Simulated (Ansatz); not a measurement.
`CC(C)(C)CC(C)(C)C` + HCl → `CC(C)(C)Cl` + `CC(C)(C)C`  (substitution at a C–C bond)

Isolated molecules relaxed with PBE0-D4/def2-TZVP in Ansatz; ΔE leaves out vibrations. CCSD(T)/CBS is the MP2 limit (def2-TZVPP, def2-QZVPP) plus CCSD(T) − MP2 in def2-TZVPP, frozen cores. This one scheme is used for every species. Functionals use def2-TZVPP.

CCSD(T)/CBS gives -4.8 kcal/mol.

(1) Another level gave -6.5 kcal/mol. Which?
A. revPBE/def2-TZVPP
B. r2SCAN0-D4/def2-TZVPP
C. CCSD/def2-TZVPP
D. CAM-B3LYP/def2-TZVPP

Largest T1 diagnostic among the species: 0.009.

## Answers

(1) B. r2SCAN0-D4 -6.5, revPBE -12.4, CAM-B3LYP -9.2, CCSD/def2-TZVPP -4.4 kcal/mol.

From PBE to PBE0 (25 % exact exchange), in def2-TZVPP and without D4, ΔE moves by +0.9 kcal/mol. In def2-TZVPP, CCSD(T) changes the Hartree–Fock value by +8.9 kcal/mol (the triples alone add +0.7 kcal/mol) and MP2 by +8.9 kcal/mol.

CCSD(T)/CBS has its own doubt, a few kJ/mol and more with outer-core shells, so smaller differences from it don't rank the levels.
